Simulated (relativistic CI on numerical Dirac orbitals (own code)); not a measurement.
**What each ingredient does to the levels of Cs⁸⁺**

Base calculation: Dirac-Coulomb-Breit CI, KLI orbitals optimised for each configuration, QED by a radiative potential, unscaled Slater integrals.

CI space (outside the closed core [Kr]): 4d10 5s, 4d10 5p, 4d10 5d, 4d10 4f, 4d10 5f, 4d10 5g, 4d9 5s 4f, 4d10 6s, 4d9 5s2, 4d10 6p, 4d10 6d, 4d9 5s 5p, 4d10 7s, 4d10 7p, 4d10 6f, 4d10 7d, 4d10 8s, 4d10 9s, 4d9 5s 5d, 4d9 5s 6s. Double excitations out of closed p, d and f shells are left out; levels of such configurations are missing from the list, as are those of other unlisted configurations, and high levels can miss mixing partners.

The lowest level and the first level of each name with at least 55 % of one term (blank where a level has no safe partner in the second run):

| Level | Base (cm⁻¹) | Shift (cm⁻¹) |
| --- | --- | --- |
| 4d10 5s 2S_1/2 | 0 | 0 |
| 4d10 5p 2P°_1/2 | 122414 | -1 |
| 4d10 5p 2P°_3/2 | 144459 | -14 |
| 4d10 4f 2F°_5/2 | 245944 | +2660 |
| 4d10 4f 2F°_7/2 | 246728 | +2597 |
| 4d10 5d 2D_3/2 | 340248 | +150 |
| 4d10 5d 2D_5/2 | 343782 | +161 |
| 4d10 6s 2S_1/2 | 449615 | +495 |
| 4d10 6p 2P°_1/2 | 502563 | +663 |
| 4d10 6p 2P°_3/2 | 511484 | +694 |
| 4d9 5s2 2D_5/2 | 520953 | +5442 |
| 4d9 5s2 2D_3/2 | 539542 | +5755 |
| 4d10 5f 2F°_5/2 | 550948 | +766 |
| 4d10 5f 2F°_7/2 | 551489 | +749 |

At this charge configurations can still be misplaced by up to about 7 % of their energy. Levels and lines within the n = 5 or 6 shells can be off by up to 10 % or somewhat more, and those that change n by about 2 %, since core polarisation is missing. Levels that differ in their count of f electrons can be misplaced by several ten thousand cm⁻¹, since the correlation energy of f electrons is missing or only estimated; rates across such gaps can be off by orders of magnitude.

Task: One thing was changed in a second run, which moved the levels as shown. Which?
A. QED terms removed
B. one mean potential for all configurations
C. configuration mixing switched off
D. Breit term removed

Result: B. One mean potential for all configurations. One potential for all configurations removes the relaxation of the orbitals, which moves whole configurations and changes the integrals a little.

LS names give the leading component of a level, which can be under half, so a name can repeat, a term be missing and a line seem to break the LS rules.
